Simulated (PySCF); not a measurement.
C2H6FNbS, multiplicity 1. Atoms are numbered in the order given.

```xyz
11

Nb    -0.0312    -0.1274     0.1632
S      1.0016     1.0571    -1.3026
F      1.1158    -0.9932     1.3650
C     -1.2253    -1.5148    -0.9444
H     -1.9525    -0.9561    -1.5605
H     -1.7736    -2.1562    -0.2282
H     -0.6300    -2.1540    -1.6172
C     -1.3696     1.2128     1.1582
H     -0.8530     2.0630     1.6335
H     -1.9218     0.6469     1.9327
H     -2.0887     1.6184     0.4241
```

Coordinates come from a B3LYP-D3(BJ)/def2-SVP optimisation. The spin state was assumed, not searched. The def2 effective core potentials stand for the cores of Nb; spin–orbit coupling is left out.

All values below come from CAM-B3LYP/def2-TZVP in PySCF.

Gas-phase values at a fixed geometry.

Computed frontier levels, gap, dipole moment and polarisability:
| Item | Value |
|---|---|
| highest occupied level | -9.03 eV |
| lowest empty level | -1.42 eV |
| orbital gap | 7.61 eV |
| dipole moment | 2.98 D |
| quadrupole, principal values (traceless, Buckingham form, about the centre of nuclear charge) | -5.13, 0.15, 4.98 D·Å |
| mean static polarisability | 86.8 bohr³ (12.86 Å³) |
| polarisability, principal values | 69.7, 86.5, 104.2 bohr³ |
